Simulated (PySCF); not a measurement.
**Pm²⁺: ionisation energy**

Pm²⁺ [Xe] 4f5 (high-spin determinant) → Pm³⁺ [Xe] 4f4 (high-spin determinant), as a difference of total energies. All numbers are calculated (PySCF 2.14, the spin-free X2C one-electron Hamiltonian (Gaussian nucleus), in ANO-RCC-VTZP (8s7p5d3f2g1h, 104 functions)). Correlated levels: valence: [Kr] 4d10 frozen; valence and next inner shell: [Ar] 3d10 frozen. The calculations carry no spin-orbit coupling.

```
                                method  ionisation energy (eV)
                                   UHF                  20.231
                         MP2 (valence)                  22.325
                     SCS-MP2 (valence)                  21.546
    MP2 (valence and next inner shell)                  22.715
SCS-MP2 (valence and next inner shell)                  21.923
```

**Question.** How much does correlation contribute at MP2 (valence and next inner shell)?

**Answer.** 22.715 − (20.231) = 2.484 eV, measured against UHF.

The reference lies between the lowest fine-structure levels, while these numbers refer to the centres of the terms.

Errors of the correlated levels include the incompleteness of this basis and the frozen core.

The determinant of Pm²⁺ and of Pm³⁺ mixes LS terms, which raises its energy above the lowest term, most at the Hartree-Fock and MP2 levels.

For comparison: 22.44 ± 0.08 eV (semi-empirical (NIST evaluation); NIST Atomic Spectra Database, ionization energies).
